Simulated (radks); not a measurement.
Values are calculated unless marked as measured or tabulated.
Species: Xe XLII. Configuration: [Ne] 3s2 3p1.

Code: a radial shooting solver on a logarithmic mesh with Libxc functionals. Model: non-relativistic Kohn-Sham, LB94 model potential, spin-polarised, spherical densities, point nucleus; open shells are filled with parallel spins first (spin-orbit coupling, left out, can overturn this in heavy ions); relativity is left out, which matters for an element this heavy.

Energy parts (hartree):
| part | energy |
|---|---|
| kinetic | 5721.92471 |
| electron-nucleus | -12014.33020 |
| Hartree | 674.26233 |
(The LB94 potential has no energy functional, so no total or exchange-correlation energy is given.)

Orbitals (lengths in bohr, moments of r in powers of bohr):
orbital	occ.	eigenvalue (hartree)	<r^2>	<r>
1s up	1	-1311.036	0.001055	0.02810
1s down	1	-1311.042	0.001055	0.02810
2s up	1	-275.9777	0.01653	0.1189
2s down	1	-275.9834	0.01655	0.1189
2p up	3	-266.4508	0.01234	0.1010
2p down	3	-266.3962	0.01235	0.1011
3s up	1	-112.2195	0.09139	0.2837
3s down	1	-111.9833	0.09126	0.2835
3p up	1	-108.8569	0.08339	0.2691
3p down	0	-108.6677	0.08317	0.2687

The highest occupied level is 3p up at -2962.1 eV. The spin density at the nucleus is -2.229 e/bohr^3 (1s -3.086, 2s 8.029, 3s -7.171). The density falls to 0.001 e/bohr^3 at r = 0.76 bohr. Summed over all electrons, <r^2> = 0.3753 bohr^2, which gives a Langevin (diamagnetic) susceptibility term of -0.297 x 10^-6 cm^3/mol. Spin moment in Bohr magnetons: 1. The electron density at the nucleus is 1.119e+05 e/bohr^3.
